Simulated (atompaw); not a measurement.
## u(r) = r·R(r): atom against pseudo-atom (C (Z = 6))

Columns: radius, all-electron u(r) and pseudo u(r) of the 2s shell (level -13.74 eV) of carbon in the configuration [He] 2s2 2p2; PBE, non-relativistic, PAW (atompaw) scheme, atompaw 4.2.0.5.

```json
{"r (bohr)": "0.104", "all-electron": "0.3351", "pseudo": "-0.0997"}
{"r (bohr)": "0.208", "all-electron": "0.3027", "pseudo": "-0.1990"}
{"r (bohr)": "0.312", "all-electron": "0.1300", "pseudo": "-0.2972"}
{"r (bohr)": "0.415", "all-electron": "-0.0770", "pseudo": "-0.3923"}
{"r (bohr)": "0.519", "all-electron": "-0.2758", "pseudo": "-0.4845"}
{"r (bohr)": "0.623", "all-electron": "-0.4454", "pseudo": "-0.5705"}
{"r (bohr)": "0.727", "all-electron": "-0.5810", "pseudo": "-0.6477"}
{"r (bohr)": "0.831", "all-electron": "-0.6826", "pseudo": "-0.7130"}
{"r (bohr)": "0.935", "all-electron": "-0.7529", "pseudo": "-0.7641"}
{"r (bohr)": "1.038", "all-electron": "-0.7958", "pseudo": "-0.7988"}
{"r (bohr)": "1.142", "all-electron": "-0.8168", "pseudo": "-0.8173"}
{"r (bohr)": "1.246", "all-electron": "-0.8199", "pseudo": "-0.8199"}
{"r (bohr)": "1.350", "all-electron": "-0.8090", "pseudo": "-0.8090"}
{"r (bohr)": "1.454", "all-electron": "-0.7877", "pseudo": "-0.7877"}
{"r (bohr)": "1.558", "all-electron": "-0.7588", "pseudo": "-0.7588"}
{"r (bohr)": "1.662", "all-electron": "-0.7247", "pseudo": "-0.7247"}
{"r (bohr)": "1.765", "all-electron": "-0.6876", "pseudo": "-0.6876"}
{"r (bohr)": "1.869", "all-electron": "-0.6482", "pseudo": "-0.6482"}
{"r (bohr)": "1.973", "all-electron": "-0.6080", "pseudo": "-0.6080"}
{"r (bohr)": "2.077", "all-electron": "-0.5678", "pseudo": "-0.5678"}
{"r (bohr)": "2.181", "all-electron": "-0.5285", "pseudo": "-0.5285"}
{"r (bohr)": "2.285", "all-electron": "-0.4903", "pseudo": "-0.4903"}
{"r (bohr)": "2.388", "all-electron": "-0.4540", "pseudo": "-0.4540"}
{"r (bohr)": "2.492", "all-electron": "-0.4191", "pseudo": "-0.4191"}
{"r (bohr)": "2.596", "all-electron": "-0.3862", "pseudo": "-0.3862"}
{"r (bohr)": "2.700", "all-electron": "-0.3552", "pseudo": "-0.3552"}
```

(1) How many radial nodes do the two functions have?

(2) At about which radius was the pseudo-wave matched?

(3) Is the pseudo-wave norm-conserving?

Results:

(1) The all-electron 2s function has n − l − 1 = 1; the pseudo-wave has 0, since the states of the same l below it are removed with the core.

(2) 1.35 bohr, where the columns begin to agree (steps of 0.10 bohr).

(3) No, it belongs to a PAW set: the norm inside the radius is not constrained, and the difference is carried by the augmentation charge.
